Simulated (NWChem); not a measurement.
# SiH3S2Cl; SMILES S[SiH](S)Cl

```xyz
7

Si     0.0317     0.0282     0.5105
S     -1.5577    -1.1569    -0.2836
S     -0.0590     2.0581    -0.1334
Cl     1.7375    -0.9495    -0.1158
H      0.0517     0.1074     1.9924
H     -2.5164    -0.2844     0.1031
H     -0.2097     1.7444    -1.4399
```
Atoms are numbered in this order, from 1.

Computed with NWChem. Pople sets run with spherical d functions. All runs use the structure optimised with PBE0/def2-SVP. Vzz is the largest principal value of the second derivative of the potential at the nucleus (NWChem prints the opposite sign); η is the asymmetry. Non-relativistic.

```json
[
 {"level": "CAM-B3LYP/6-31G*", "Vzz S2 (a.u.)": "-2.077", "η S2": "0.71", "Vzz S3 (a.u.)": "-1.968", "η S3": "0.75", "Vzz Cl4 (a.u.)": "2.145", "η Cl4": "0.03"},
 {"level": "CAM-B3LYP/cc-pVTZ", "Vzz S2 (a.u.)": "-2.023", "η S2": "0.74", "Vzz S3 (a.u.)": "-1.923", "η S3": "0.79", "Vzz Cl4 (a.u.)": "2.069", "η Cl4": "0.02"},
 {"level": "PBE/6-31G*", "Vzz S2 (a.u.)": "-2.009", "η S2": "0.67", "Vzz S3 (a.u.)": "-1.884", "η S3": "0.72", "Vzz Cl4 (a.u.)": "2.142", "η Cl4": "0.03"},
 {"level": "PBE/def2-SVP", "Vzz S2 (a.u.)": "?", "η S2": "0.71", "Vzz S3 (a.u.)": "?", "η S3": "0.77", "Vzz Cl4 (a.u.)": "2.069", "η Cl4": "0.04"}
]
```

Question: Complete the blanks.

Answer: 
- PBE/def2-SVP, Vzz S2 (a.u.): -1.981
- PBE/def2-SVP, Vzz S3 (a.u.): -1.856
